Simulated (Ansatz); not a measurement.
Cartesian coordinates in Å:
```
B 0.356 -0.778 0.217
O 0.235 -1.173 -0.909
Zn -1.077 2.370 -0.634
H 0.486 -0.419 1.326
```

The species carries charge 0 and has multiplicity 1. The bonds changed during the relaxation, so this is another structure than the one it started from.

Q: List the PBE0/def2-TZVPP orbital energies in eV (the Gaussian-basis code of Ansatz). (An estimate is asked.)

A: Ansatz gave: Occupied: -9458.32, -1151.75, -1014.07, -1014.07, -1014.07, -522.81, -185.62, -132.48, -88.23, -88.23, -88.23, -27.80, -13.79, -13.49, -13.49, -13.49, -13.49, -13.48, -11.85, -10.44, -10.40, -6.64. Lowest empty: -0.91, -0.68, -0.50, 0.18, 0.56, 1.58, 2.44, 4.14.
